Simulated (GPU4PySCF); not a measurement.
Sb(iPr)3 (C₉H₂₁Sb), SMILES C[CH](C)[Sb]([CH](C)C)[CH](C)C. Atoms are numbered in the order given.

```xyz
31

Sb     0.0861     0.0784     0.7781
C     -1.5863    -0.9255    -0.2788
C     -2.0612    -2.0987     0.5782
C     -1.3533    -1.3577    -1.7215
H     -2.3589    -0.1508    -0.2644
H     -2.9626    -2.5505     0.1503
H     -1.3020    -2.8829     0.6348
H     -2.2930    -1.7934     1.5999
H     -1.0628    -0.5300    -2.3649
H     -2.2697    -1.7925    -2.1370
H     -0.5793    -2.1233    -1.7898
C      1.8759    -0.7062    -0.2640
C      2.0663    -0.3037    -1.7212
C      1.9696    -2.2175    -0.0633
H      2.6698    -0.2368     0.3254
H      3.0315    -0.6687    -2.0910
H      1.2948    -0.7253    -2.3648
H      2.0578     0.7786    -1.8516
H      1.8826    -2.4959     0.9890
H      2.9299    -2.5979    -0.4276
H      1.1863    -2.7457    -0.6101
C     -0.0043     2.0762    -0.1777
C     -0.6931     3.0437     0.7834
C     -0.6442     2.1250    -1.5595
H      1.0501     2.3551    -0.2618
H     -0.6834     4.0630     0.3826
H     -1.7401     2.7690     0.9399
H     -0.2107     3.0636     1.7619
H     -0.1201     1.5036    -2.2835
H     -0.6422     3.1515    -1.9434
H     -1.6857     1.7978    -1.5297
```
Charge 0, spin multiplicity 1.

Coordinates come from a B3LYP-D3(BJ)/def2-TZVP optimisation. The isomer is the one that the SMILES or the coordinates give; other isomers of the formula were not compared. The def2 effective core potentials stand for the cores of Sb; spin–orbit coupling is left out. Other conformers were not sampled.

The numbers are results of TDDFT-B3LYP/def2-SVPD run with GPU4PySCF, not measurements.

Vertical excitations. 

Computed excitation energies, oscillator strengths and character:
```
state  energy (eV)  λ (nm)      f                                                                  main pairs
-----  -----------  ------  -----  --------------------------------------------------------------------------
S1            5.11     243  0.090                                                              HOMO→LUMO 96 %
S2            5.17     240  0.094                                                            HOMO→LUMO+1 95 %
S3            5.49     226  0.054                                                            HOMO→LUMO+2 98 %
S4            5.95     208  0.071                                                            HOMO→LUMO+3 87 %
S5            6.01     206  0.000                      HOMO−1→LUMO 50 %, HOMO→LUMO+4 21 %, HOMO−2→LUMO+1 15 %
S6            6.05     205  0.004                                        HOMO→LUMO+4 57 %, HOMO−2→LUMO+1 19 %
S7            6.15     202  0.001                                        HOMO→LUMO+5 66 %, HOMO−1→LUMO+1 18 %
S8            6.30     197  0.075                      HOMO−2→LUMO 38 %, HOMO→LUMO+5 26 %, HOMO−1→LUMO+1 22 %
S9            6.31     196  0.083                       HOMO−2→LUMO+1 41 %, HOMO−1→LUMO 37 %, HOMO→LUMO+4 8 %
S10           6.37     195  0.022  HOMO−1→LUMO+1 43 %, HOMO−2→LUMO 21 %, HOMO−2→LUMO+1 13 %, HOMO→LUMO+6 10 %
S11           6.55     189  0.054                                                            HOMO→LUMO+6 80 %
S12           6.60     188  0.038                    HOMO→LUMO+7 66 %, HOMO−2→LUMO+2 12 %, HOMO−1→LUMO+2 11 %
T1            4.29     289      0                                                              HOMO→LUMO 91 %
T2            4.38     283      0                                                            HOMO→LUMO+1 87 %
T3            5.36     231      0     HOMO−2→LUMO 30 %, HOMO→LUMO+3 18 %, HOMO−1→LUMO+1 17 %, HOMO−1→LUMO 7 %
T4            5.40     230      0                                                            HOMO→LUMO+2 90 %
```
Triplets are in the Tamm–Dancoff approximation, which puts them higher than full response would, so one can lie above its singlet here.
